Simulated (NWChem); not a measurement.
System: CH$_{7}$FSi$_{2}$; SMILES C[SiH2][SiH2]F

```xyz
11

Si     0.4289     1.1905    -0.3011
F     -0.8670     1.9242     0.3534
Si     0.5113    -1.0780     0.3021
C     -0.9822    -2.0778    -0.2997
H      0.3390     1.3435    -1.7823
H      1.6502     1.9062     0.1667
H      1.7675    -1.6210    -0.2984
H      0.6461    -1.1941     1.7832
H     -1.0745    -2.0350    -1.3903
H     -1.9124    -1.6952     0.1339
H     -0.8818    -3.1296    -0.0099
```
Atoms are numbered in this order, from 1.

Program: NWChem. Pople sets run with spherical d functions. The geometry was optimised at B3LYP/6-31G* (spherical d). B3LYP is NWChem's, with the RPA form of VWN correlation. Ions are spin-unrestricted doublets at the neutral geometry; other ion states weren't tried.

```
level                               vertical ionisation energy, ΔSCF (eV)  −ε(HOMO) (eV)  ΔSCF minus −ε(HOMO) (eV)
----------------------------------  -------------------------------------  -------------  ------------------------
B3LYP/6-31G*                                                            ?              ?                         ?
PBE/6-31G*                                                           9.73           6.70                      3.03
r2SCAN/6-31G*                                                        9.95           7.04                      2.91
LDA (Slater exchange, VWN5)/6-31G*                                   9.81           6.74                      3.07
BHandHLYP/6-31G*                                                    10.24           9.09                      1.15
```

Fill in the missing entries.


- B3LYP/6-31G*, vertical ionisation energy, ΔSCF (eV): 10.05
- B3LYP/6-31G*, −ε(HOMO) (eV): 7.73
- B3LYP/6-31G*, ΔSCF minus −ε(HOMO) (eV): 2.32
